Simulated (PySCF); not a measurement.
# Name the molecule from its bond curve

A diatomic of charge +1 contains Sn. Its triplet curve at PBE0 in a double-zeta basis (scalar-relativistic core potentials, PySCF), in eV from the separated fragments:

```csv
R (Å),E (eV)
1.847,-0.669
1.933,-1.190
2.019,-1.471
2.084,-1.568
2.148,-1.593
2.212,-1.563
2.298,-1.462
2.406,-1.276
2.535,-1.020
2.707,-0.717
```

The fit gives ωe = 541 cm⁻¹ and the rotational constant Bₑ = 0.2932 cm⁻¹.

**Question.** Which atom is the partner?

**Answer.** The minimum lies at 2.142 Å, so the reduced mass is 16.8576 u Å² cm⁻¹/(Bₑ·Re²) = 12.53 u. With Sn at 119.90 u the partner weighs about 14.0 u: N. The molecule is SnN⁺.

Spin–orbit coupling is left out. The state was picked by a PBE0 search and need not be the measured ground state.
